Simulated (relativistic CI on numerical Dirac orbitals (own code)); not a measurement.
**What each ingredient does to the levels of Lu XXXIV**

Base calculation: Dirac-Coulomb-Breit CI, KLI orbitals optimised for each configuration, QED by a radiative potential, unscaled Slater integrals.

CI space (outside the closed core [Ar] 3d10): 4s2 4p6 4d2, 4s2 4p6 4d 4f, 4s2 4p5 4d3, 4s 4p6 4d3, 4s2 4p5 4d2 4f, 4s 4p6 4d2 4f, 4s2 4p6 4d 5s, 4s2 4p6 4f 5s, 4s2 4p6 4d 5p, 4s2 4p6 4d 5d, 4s2 4p5 4d2 5s, 4p6 4d3 4f, 4s2 4p6 4d 5f, 4s2 4p6 5s 5p, 4s 4p6 4d 4f 5s, 4s2 4p6 4d 5g, 4s 4p6 4d2 5s, 4s2 4p5 4d2 5d, 4s2 4p6 4d 6s, 4s2 4p6 4d 6d, 4s2 4p6 4f2, 4s2 4p5 4f3, 4s 4p6 4f3, 4p6 4d4, 4p5 4d5, 4p5 4d4 4f, 4s2 4p6 4f 5p, 4s2 4p5 4f2 5p, 4s 4p6 4f2 5p, 4s2 4p6 5s2, 4s2 4p5 4f 5s2, 4s 4p6 4f 5s2, 4s2 4p6 5p2, 4s2 4p5 4f 5p2, 4s 4p6 4f 5p2, 4p6 4d3 5s, 4p5 4d4 5s, 4p5 4d3 4f 5s, 4s 4p6 4d 5s2, 4s 4p5 4d 4f 5s2, 4p6 4d 4f 5s2. Double excitations out of closed p, d and f shells are left out; levels of such configurations are missing from the list, as are those of other unlisted configurations, and high levels can miss mixing partners. These lack a partner that the ground configuration has and come out too high: 4s2 4p5 4d2 5s, 4s 4p6 4d2 5s, 4s2 4p5 4d2 5d.

The lowest level and the first level of each name with at least 55 % of one term (blank where a level has no safe partner in the second run):

```
            Level  Base (cm⁻¹)  Shift (cm⁻¹)
 4s2 4p6 4d2 3F_2            0             0
 4s2 4p6 4d2 3P_0        63219         +1809
 4s2 4p6 4d2 3F_3       109587          -216
 4s2 4p6 4d2 1G_4       148203         +1397
 4s2 4p6 4d2 3P_1       149700         +2808
 4s2 4p6 4d2 3F_4       245664         +1076
 4s2 4p6 4d2 1S_0       346383         -1799
4s2 4p5 4d3 5D°_0      1199184        -25987
4s2 4p5 4d3 3P°_1      1428187        -24338
4s2 4p5 4d3 3I°_7      1436957        -20922
```

At this charge energies of transitions that change n are usually good to better than 1 %, and those within a shell (Δn = 0) to a few per cent. Terms inside the open d or f shell come out 10 to 20 % too wide with unscaled integrals.

Q: One thing was changed in a second run, which moved the levels as shown. Which?
A. QED terms removed
B. only the first 3 configurations
C. P86 correlation estimate
D. Breit term removed

A: B. Only the first 3 configurations. With fewer configurations the levels that remain lose their mixing partners.

LS names give the leading component of a level, which can be under half, so a name can repeat, a term be missing and a line seem to break the LS rules.
